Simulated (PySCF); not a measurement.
All values below come from PBE-D3(BJ)/def2-TZVP // B3LYP-D3(BJ)/def2-TZVP (PySCF). Isolated molecules, 0 K electronic values unless said otherwise. One relaxed conformer stands for a flexible species; it need not be the lowest. Excitations are Tamm–Dancoff values on a coarser integration grid. The basis has no diffuse functions, so Rydberg states are missing or too high.

Reference species (SMILES): `[NH2][Al]([NH2])[OH]` (N–Al–O–H torsion 0°) (neutral, multiplicity 1).

The HOMO–LUMO gap is 4.69 eV, the LUMO comes out as -0.74 eV and the S1 oscillator strength is 0.000. The S1–T1 gap (TDA) is 0.23 eV.

Changed species: `[OH][Al]([OH])[OH]` (0 of 3 OH replaced by NH2; the reference has 2 of 3 OH replaced by NH2).

Predict the effect on the HOMO–LUMO gap, LUMO, S1 oscillator strength and S1–T1 gap (TDA).

the HOMO–LUMO gap goes up by 1.28 eV, to 5.97 eV; the LUMO falls by 0.57 eV, to -1.31 eV; the S1 oscillator strength is nearly the same; the S1–T1 gap (TDA) stays essentially unchanged.
